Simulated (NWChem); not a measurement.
## Basis-set convergence for CH7BO

SMILES: B.CO
```xyz
10

B     -1.2824    -0.2910    -0.6101
H     -1.7317    -0.7500     0.4309
H     -1.5853     0.8665    -0.8298
H     -1.3478    -1.0386    -1.5689
C      0.7992     0.5132     0.8103
O      0.3604    -0.2138    -0.3469
H      0.3659     0.0847     1.7273
H      0.4372     1.5403     0.6838
H      1.8981     0.5047     0.8509
H      0.6974    -1.1216    -0.3303
```
Charge 0, spin multiplicity 1.

Everything below was run with NWChem. Structure: optimised with B3LYP/def2-SVP, a minimum by its harmonic frequencies.

Quantity: dipole moment at the level PBE.

The Pople sets run with spherical d functions. The structure started from a generated list of species.

| basis | functions | dipole moment (D) |
|---|---|---|
| 3-21G | 41 | ? |
| 6-31G* | 56 | 4.88 |
| pcseg-1 | 77 | ? |
| cc-pVDZ | 77 | 4.81 |
| 6-311++G** | 115 | ? |
| aug-pcseg-1 | 132 | 4.67 |
| aug-cc-pVDZ | 132 | 4.67 |
| def2-TZVP | 135 | 4.75 |
| cc-pVTZ | 188 | 4.73 |
| def2-TZVPP | 191 | 4.71 |

Complete the blanks.


- 3-21G, dipole moment (D): 5.19
- pcseg-1, dipole moment (D): 4.94
- 6-311++G**, dipole moment (D): 4.79
